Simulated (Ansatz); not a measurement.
A run for Ansatz (a first-principles code): R-SVWN5/def2-TZVPPD on AlH3 (SMILES [AlH3]). Files ending in .json are basis or fitting sets from the Basis Set Exchange.

Ansatz 0.2 input:
```yaml
crystal:
  periodic: [false, false, false]
  atoms:
    - {symbol: Al, position_ang: [-0.93399048, -0.20950248, 0.66319500]}
    - {symbol: H, position_ang: [-1.00403283, -1.79703820, 0.73833161]}
    - {symbol: H, position_ang: [-0.19991915, 0.49795950, -0.56239399]}
    - {symbol: H, position_ang: [-2.12697173, 0.59237235, 1.36059115]}
basis:
  gaussian:
    orbitals: def2-TZVPPD.json
hamiltonian:
  xc: {name: SVWN5}
scf: {lower_state_search: off}
```

Task: Give the final energy of this run.

Result: -243.1008 hartree.
